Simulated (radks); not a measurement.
Values are calculated unless marked as measured or tabulated.
Removal energies from the chlorine ion Cl4+, [Ne] 3s2 3p(1/2: 1, 3/2: 0), by Delta-SCF beside the eigenvalue of the level emptied. Level of theory: Dirac Kohn-Sham, BLYP, spin-unpolarised, spherical densities, finite nucleus; Fermi nuclear charge, rms radius of each element as measured or else 0.836 A^(1/3) + 0.57 fm (a radial shooting solver on a logarithmic mesh with Libxc functionals). Sub-shells are occupied by j as written (lower j first in brackets).

removed from                                 final configuration  Delta-SCF (eV)  -eigenvalue (eV)
3p1/2                                                   [Ne] 3s2          67.206            59.588
3s1/2                                [Ne] 3s1 3p(1/2: 1, 3/2: 0)          81.697            73.657
2p3/2         [He] 2s2 2p(1/2: 2, 3/2: 3) 3s2 3p(1/2: 1, 3/2: 0)          279.09            255.12
2p1/2         [He] 2s2 2p(1/2: 1, 3/2: 4) 3s2 3p(1/2: 1, 3/2: 0)          280.93            256.84
